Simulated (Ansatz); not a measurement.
`C=C1S[SiH]1Cl`. Total charge 0; spin multiplicity 1. All single points use the PBE0-D4/def2-TZVP geometry.

```xyz
8

C     1.610   -0.354    0.113
C     0.339   -0.176   -0.207
S    -0.569   -0.277   -1.765
Si   -1.384    0.224    0.098
Cl   -1.966    2.133    0.484
H     1.931   -0.227    1.141
H     2.362   -0.623   -0.620
H    -2.323   -0.700    0.756
```

(1) What is the dipole moment at PBE/def2-TZVPP? (Estimate.)

(2) And with r2SCAN, B3LYP, ωB97M-V? (An estimate is asked.)

(3) Give the Mulliken charges with PBE, B3LYP, r2SCAN in def2-TZVPP. (Best estimate.)

## Answers

(1) The calculation gave: 1.02 D, with components (0.03, -0.50, 0.89) D in this frame, pointing from negative to positive charge.

(2) The calculation gave: r2SCAN 1.12 D, B3LYP 1.15 D, ωB97M-V 1.19 D.

(3) Ansatz gave: 
```tsv
atom	PBE	B3LYP	r2SCAN
C1	-0.22	-0.24	-0.23
C2	-0.02	-0.05	-0.08
S3	-0.15	-0.17	-0.17
Si4	0.41	0.48	0.56
Cl5	-0.18	-0.21	-0.21
H6	0.10	0.11	0.09
H7	0.10	0.11	0.09
H8	-0.04	-0.04	-0.05
```

B3LYP here is the variant with VWN-RPA as its local correlation; programs differ in this.
